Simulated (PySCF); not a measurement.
All of these have the formula C6H10OS. Method: TDDFT PBE0/def2-SVPD, vertical, gas phase, core orbitals frozen in the response in PySCF. Geometries: GFN2-xTB; one conformer of each isolated species. Triplets are in the Tamm–Dancoff approximation.

A. `C[C@@H]1CCC=C[S@]1=O`
B. `COC(=S)CC1CC1`
C. `C=C(C)COC(C)=S`
D. `CS/C(C)=C/C(C)=O`

Lowest singlet levels (six at most, fewer where fewer were computed) with oscillator strengths:

1. 329 nm (f 0.000); 262 nm (f 0.407); 220 nm (f 0.000); 205 nm (f 0.003); 193 nm (f 0.017); 192 nm (f 0.018); T1 3.13 eV
2. 391 nm (f 0.000); 235 nm (f 0.027); 227 nm (f 0.241); 219 nm (f 0.005); 216 nm (f 0.076); 201 nm (f 0.007); T1 2.76 eV
3. 361 nm (f 0.001); 218 nm (f 0.127); 209 nm (f 0.022); 201 nm (f 0.063); 198 nm (f 0.034); 190 nm (f 0.022); T1 3.04 eV
4. 263 nm (f 0.024); 219 nm (f 0.006); 216 nm (f 0.021); 200 nm (f 0.011); 192 nm (f 0.016); 188 nm (f 0.052); T1 4.01 eV

Problem. Match each spectrum to its molecule.

Solution. 1 = D, 2 = C, 3 = B, 4 = A.
- A: S1 at 4.72 eV, HOMO→LUMO (96%); Löwdin shares by element: HOMO oxygen 45%, sulfur 30%, carbon 15% or more; LUMO carbon 61% or more, sulfur 16% (atoms not listed hold the other 23%); HOMO -6.55 and LUMO -0.57 eV.
- B: S1 at 3.44 eV, HOMO→LUMO (100%); S1 has the pattern of n→π* at C=S; HOMO -6.45 and LUMO -1.26 eV.
- C: S1 at 3.17 eV, HOMO→LUMO (100%); S1 has the pattern of n→π* at C=S; HOMO -6.26 and LUMO -1.34 eV.
- D: S1 at 3.77 eV, HOMO-1→LUMO (97%); Löwdin shares by element: HOMO sulfur 40%, carbon 36% or more, oxygen 8% (atoms not listed hold the other 16%); LUMO carbon 56% or more, oxygen 17% (atoms not listed hold the other 26%); HOMO -6.63 and LUMO -1.37 eV.
